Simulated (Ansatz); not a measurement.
Basis-set series for CH5ClGeO, SMILES `[CH3][GeH]([OH])[Cl]`. Charge 0, multiplicity 1. All single points use the PBE0-D4/def2-TZVP geometry. It is one conformer, not always the lowest.

```tsv
functional	basis	functions	energy (Eh)	HOMO (eV)	LUMO (eV)
PBE0-D4	def2-SVP	103	-2652.58515	-8.37	0.84
PBE0-D4	def2-QZVPP	423	-2653.21586	-8.56	0.14
ωB97M-V	def2-SVP	103	-2652.93110	-10.58	2.74
ωB97M-V	def2-QZVPP	423	-2653.56305	-10.81	1.48
```

(1) Give the rows for def2-TZVPP. (Best estimate.)

Results:

(1) Ansatz gave: 
```
functional       basis  functions  energy (Eh)  HOMO (eV)  LUMO (eV)
   PBE0-D4  def2-TZVPP        222  -2653.15028      -8.52       0.40
   ωB97M-V  def2-TZVPP        222  -2653.49934     -10.77       2.08
```

Positive LUMOs are unbound and depend on the basis. Scalar relativity is left out up to krypton.
